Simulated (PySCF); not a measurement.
Ge(GeH3)3(H), SMILES [GeH3][GeH]([GeH3])[GeH3] (H₁₀Ge₄), singlet at its PBE0/def2-SVP optimised geometry (Å):

```
14

Ge    -1.3083     0.1945     1.9605
Ge    -0.5637     1.3041     3.9902
Ge    -0.5644    -2.1186     1.9366
Ge    -0.4862     1.3714     0.0000
H     -2.8537     0.2126     1.9309
H      0.9759     1.3067     4.0481
H     -1.0585     2.7630     4.0223
H     -1.1005     0.5724     5.2353
H     -1.1061    -2.8740     3.1653
H     -1.0546    -2.8319     0.6618
H      0.9751    -2.1716     1.9674
H      1.0546     1.3714     0.0000
H     -0.9770     2.8319     0.0000
H     -0.9770     0.6847    -1.2891
```

Method: PySCF with PBE0/def2-TZVP.

Map of the electrostatic potential (hartree/e), clipped to [-0.08, 0.12] on the plane z = 1.2 Å:

```
|00000000000000000000000000000|
|00000000000000000000000000000|
|00000000000000000000000000000|
|00000000000000000000000000000|
|00000000000000000000000000000|
|00000000000011100000000000000|
|00000000001122211000000000000|
|00000000012345432100000000000|
|00000001124699853100000000000|
|00000001347999973100000000000|
|00000012589999984210000000000|
|00000124999999983100000000000|
|00001247999999963100000000000|
|00002479999999952100000000000|
|00001479999999842100000000000|
|00001236999999632100000000000|
|00000014999999642100000000000|
|00000012589999963100000000000|
|00000012379999995210000000000|
|00000011389999997421000000000|
|00000001399999999631000000000|
|00000001389999997421000000000|
|00000001259999994210000000000|
|00000000138999842000000000000|
|00000000012454321000000000000|
|00000000000111110000000000000|
|00000000000000000000000000000|
|00000000000000000000000000000|
|00000000000000000000000000000|
```
Scale: ten equal steps from -0.001 (start of '0') to 0.120 (end of '9'), in the order '0123456789'; x runs from -5.00 to 5.00, y from -5.00 (bottom) to 5.00 (top).
